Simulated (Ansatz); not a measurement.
One change: `N[BH][GeH]([OH])[F]` becomes `[OH][GeH]([F])[S][SiH3]`.

Ansatz, PBE0-D4/def2-TZVP geometries, multiplicity 1. Each molecule was computed in one conformer, which needn't be the lowest.

Scalar relativity is left out up to krypton.

| property | `N[BH][GeH]([OH])[F]` |
| --- | --- |
| HOMO energy (B3LYP/def2-TZVPP) / eV | -7.81 |
| HOMO energy (PBE0/def2-TZVPP) / eV | -8.01 |
| HOMO–LUMO gap (B3LYP/def2-TZVPP) / eV | 6.45 |
| HOMO–LUMO gap (ωB97M-V/def2-TZVPP) / eV | 10.93 |
| HOMO–LUMO gap (PBE/def2-TZVPP) / eV | 4.61 |
| HOMO energy (PBE/def2-TZVPP) / eV | -6.64 |

(1) Give the same properties after the change, and the shifts. (Estimate.)

## Answers

(1) The calculation gave: 
```json
{"property": "HOMO energy (B3LYP/def2-TZVPP) / eV", "`[OH][GeH]([F])[S][SiH3]`": "-7.65", "shift": "0.16"}
{"property": "HOMO energy (PBE0/def2-TZVPP) / eV", "`[OH][GeH]([F])[S][SiH3]`": "-7.90", "shift": "0.11"}
{"property": "HOMO–LUMO gap (B3LYP/def2-TZVPP) / eV", "`[OH][GeH]([F])[S][SiH3]`": "6.97", "shift": "0.52"}
{"property": "HOMO–LUMO gap (ωB97M-V/def2-TZVPP) / eV", "`[OH][GeH]([F])[S][SiH3]`": "11.55", "shift": "0.62"}
{"property": "HOMO–LUMO gap (PBE/def2-TZVPP) / eV", "`[OH][GeH]([F])[S][SiH3]`": "5.34", "shift": "0.73"}
{"property": "HOMO energy (PBE/def2-TZVPP) / eV", "`[OH][GeH]([F])[S][SiH3]`": "-6.67", "shift": "-0.03"}
```

With PBE0 the HOMO rises by 0.11 eV and the LUMO rises by 0.79 eV, so the gap widens by about 0.68 eV. PBE moves the HOMO by -0.03 eV and ωB97M-V by 0.12 eV.

B3LYP here is the variant with VWN-RPA as its local correlation; programs differ in this.
